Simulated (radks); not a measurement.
Results of a calculation; reference values are marked as such.
Pr+, 58 electrons, occupied as [Xe] 4f3 6s1. Level of theory: scalar-relativistic Kohn-Sham, PBEsol, spin-polarised, spherical densities, point nucleus; open shells are filled with parallel spins first (spin-orbit coupling, left out, can overturn this in heavy ions) (a radial shooting solver on a logarithmic mesh with Libxc functionals).

Unscreened Slater integrals over Kohn-Sham orbitals (hartree). They are taken over the spin-up orbitals.

| integral | value |
|---|---|
| F0(4f,4f) | 0.82298 |
| F2(4f,4f) | 0.37161 |
| F4(4f,4f) | 0.22956 |
| F6(4f,4f) | 0.16417 |
| F0(4f,6s) | 0.28774 |
| G3(4f,6s) | 0.015434 |
| F0(4f,5p) | 0.59007 |
| F2(4f,5p) | 0.22338 |
| G2(4f,5p) | 0.13889 |
| G4(4f,5p) | 0.10249 |
| F0(4f,5s) | 0.65975 |
| G3(4f,5s) | 0.15024 |
| F0(6s,6s) | 0.22453 |
| F0(6s,5p) | 0.27703 |
| G1(6s,5p) | 0.022481 |
| F0(6s,5s) | 0.28167 |
| G0(6s,5s) | 0.012174 |
| F0(5p,5p) | 0.51244 |
| F2(5p,5p) | 0.27536 |
| F0(5p,5s) | 0.54958 |
| G1(5p,5s) | 0.36619 |
| F0(5s,5s) | 0.59843 |

Derived for the open shells (J is the average intra-shell exchange parameter used in DFT+U). 4f: F4/F2 = 0.618, F6/F2 = 0.442, J = (286 F2 + 195 F4 + 250 F6)/6435 = 0.02985 hartree.
